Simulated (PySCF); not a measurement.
**Excitation energy of S²⁺ by level of theory**

S²⁺ [Ne] 3s2 3p2 (3P) → S²⁺ [Ne] 3s1 3p2 3d1 (high-spin determinant), as a difference of total energies. All numbers are calculated (PySCF 2.14, no relativity, point nucleus, in aug-cc-pwCVDZ (6s5p3d, 36 functions)). Correlated levels: valence: [Ne] frozen. The calculations carry no spin-orbit coupling.

| method | excitation energy (eV) |
| --- | --- |
| UHF | 22.678 |
| MP2 (valence) | 23.755 |
| SCS-MP2 (valence) | 24.137 |
| CCSD (valence) | 23.324 |
| CCSD(T) (valence) | 23.260 |
| CCSDT (valence) | 23.263 |

Q: How much does correlation contribute at CCSD(T) (valence)?

A: 23.260 − (22.678) = 0.582 eV, measured against UHF.

A first-order spin-orbit estimate (lowest level to lowest level, LS coupling) adds 0.016 eV.

The promoted electron is Rydberg-like, and one or two diffuse shells describe it only roughly, which tends to raise the upper state.

The coupled-cluster amplitudes are large for the upper state (T1 above 0.03 or a double amplitude above 0.15), so a single reference is strained.

The determinant of the upper state mixes LS terms, which raises its energy above the lowest term, most at the Hartree-Fock and MP2 levels.
